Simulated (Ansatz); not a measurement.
(F)3Sn-S-SiH3 (SiSnH3SF3) was relaxed with PBE-D4 (def2-SVP) in Ansatz in these states: charge +1 doublet, neutral singlet. The geometries follow in no particular order.

In the def2 sets Sn takes a core potential; there is no spin–orbit coupling.

A:

```xyz
9

Sn    1.488    0.462   -0.955
F     1.407   -1.265   -0.092
F     1.511    0.359   -2.869
F     2.764    1.649   -0.155
S    -0.827    1.318   -0.285
Si   -1.524   -0.424    0.958
H    -1.492   -1.560   -0.030
H    -0.455   -0.550    2.007
H    -2.871    0.011    1.421
```

B:

```xyz
9

Sn   -0.9633   -1.3555   -0.2739
F    -1.7922    0.1433    0.6594
F    -2.0987   -1.7801   -1.7868
F    -1.1230   -2.8935    0.8958
S     1.2628   -0.6512   -0.7924
Si    1.1512    1.3205    0.1843
H     0.1359    2.1982   -0.4782
H     0.8885    1.1820    1.6515
H     2.5386    1.8364   -0.0596
```

Judge from the bond lengths which geometry belongs to which state (an estimate).

A is the charge +1 doublet (Sn1–S5 2.558 Å, S5–Si6 2.250 Å, Sn1–F3 1.918 Å); B is the neutral singlet (Sn1–S5 2.392 Å, S5–Si6 2.203 Å, Sn1–F3 1.939 Å).
